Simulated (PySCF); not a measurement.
Computed IR spectrum (relative IR intensity) of a molecule C₂H₄FNOSi. Coordinates come from a B3LYP-D3(BJ)/def2-SVP optimisation. Other conformers were not sampled. Method: B3LYP-D3(BJ)/def2-SVP (PySCF). Frequencies are harmonic and unscaled.

Lines under 2 % of the strongest are left out, and lines within 2 cm⁻¹ are merged.

| ν (cm⁻¹) | relative intensity |
|---|---|
| 130 | 2.4 |
| 144 | 3.4 |
| 336 | 7.0 |
| 556 | 4.0 |
| 698 | 17 |
| 728 | 6.4 |
| 764 | 4.7 |
| 864 | 6.9 |
| 920 | 100 |
| 959 | 20 |
| 970 | 29 |
| 1030 | 37 |
| 1061 | 24 |
| 1329 | 8.5 |
| 1392 | 3.7 |
| 1717 | 32 |
| 1816 | 71 |
| 2260 | 20 |
| 2272 | 32 |
| 2965 | 26 |
| 2994 | 5.8 |

Q: Pick the molecule that these values belong to.
A. C[Si@@H](F)N=C=O
B. N#CO[SiH2]CF
C. C#C[Si@](N)(O)F
D. O=C/N=C/[SiH2]F

A: D, O=C/N=C/[SiH2]F
